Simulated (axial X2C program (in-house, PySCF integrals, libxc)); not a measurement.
# Nuclear properties of AlTe⁺

Calculated with an axial X2C code built on PySCF integrals: two-component X2C with atomic mean-field Coulomb and Gaunt terms, Gaussian nuclei, basis Te dyall-cv3z, Al dyall-v3z with contracted cores.

R = 2.597 Å (near the PBE0 minimum at charge 1 of the determinant lowest at the starting distance; the state shown can have its own minimum elsewhere).

Determinant lowest in the PBE0 search, Ω = 2 (⟨Sz⟩ = 0.97, ⟨Lz⟩ = 1.03 at PBE0), spin on the atoms Te 0.69, Al 0.29:

| level | Eeff magnitude (GV/cm) | Ws magnitude Te (kHz) | Ws magnitude Al (kHz) | A∥/gI Te (MHz) | qzz Te (a.u.) | A∥/gI Al (MHz) | qzz Al (a.u.) |
| --- | --- | --- | --- | --- | --- | --- | --- |
| PBE0 | 0.122 | 0.141 | 0.0325 | 402 | 3.75 | 172 | -0.61 |
| HF | 0.394 | 0.0223 | 0.0433 | 301 | 4.42 | 138 | -0.74 |
| BP86 | 0.0982 | 0.127 | 0.0297 | 449 | 3.32 | 186 | -0.57 |
| PBE50 | 0.0517 | 0.13 | 0.0355 | 378 | 4.07 | 164 | -0.65 |
| B3LYP | 0.346 | 0.21 | 0.0316 | 448 | 3.65 | 175 | -0.60 |

Determinant 0.62 eV from it at PBE0 and this distance, Ω = 0 (closed shell), highest spinor 83% Te p, 12% Al p, 4% Al d:

```tsv
level	qzz Te (a.u.)	qzz Al (a.u.)
PBE0	6.44	-0.25
HF	5.05	-0.27
BP86	6.46	-0.23
PBE50	6.29	-0.25
B3LYP	6.21	-0.26
```

Eeff is the effective electric field on the electron electric dipole moment in this Ω state and Ws the scalar–pseudoscalar constant of the nucleus named (defined with the proton number Z and per Ω); A∥ (defined per Ω) follows by multiplying with gI = μI/(I μN); qzz is the electric field gradient, eQq0 = 234.96 MHz × Q/barn × qzz. The operators were transformed with the bare-nucleus X2C matrices; with these basis sets, hyperfine constants and field gradients can be off by tens of per cent, and where levels differ in sign neither size nor sign is settled.

**Question.** With gI(125Te) = -1.7770, gI(27Al) = 1.4566, Q(27Al) = 0.1466 barn (g factors from the IAEA table of nuclear moments by Stone; Q from Pyykkö, Mol. Phys. 2018), turn the PBE0 values of the first state into constants in MHz.

**Answer.** A∥(125Te) = 402 × -1.7770 = -714 MHz; A∥(27Al) = 172 × 1.4566 = 251 MHz; eQq0(27Al) = 234.96 × (0.1466) × (-0.61) = -21 MHz.

Each state is one determinant with collinear spin, which with several unpaired electrons need not be a pure state. Unrestricted Hartree–Fock can overshoot spin polarisation at the nuclei. In the state Ω = 2 the sign of Eeff differs between levels (HF against PBE0). With several open shells hyperfine constants can be off by a factor of several. Where Eeff spreads by more than a factor of two the levels disagree and none is to be relied on. Open-shell Ω = 0 determinants with evenly filled partner blocks cannot be reached by this program, so the Ω shown need not be the lowest component. States lie within half an eV, so the first need not be the ground state. Further determinants of the search, some of them spin-mixed, are not shown. PBE0 term energies can be off by some tenths of an eV.
